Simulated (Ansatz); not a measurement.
Harmonic frequencies (cm⁻¹) at PBE0-D4/def2-TZVP from Ansatz: 32, 94, 139, 153, 323, 417, 624, 714, 725, 854, 937, 940, 956, 965, 977, 994, 1034, 1141, 1181, 1279, 1313, 1389, 1458, 1494, 1733, 2202, 2208, 2260, 2988, 3036, 3151, 3169, 3241.

Each molecule was computed in one conformer, which needn't be the lowest.

Which molecule is it?
A. `C=CCO[SiH3]`
B. `CC(C)O[SiH]`
C. `CC(C)[Si]O`
D. `CC1(O)C[SiH2]1`

A.
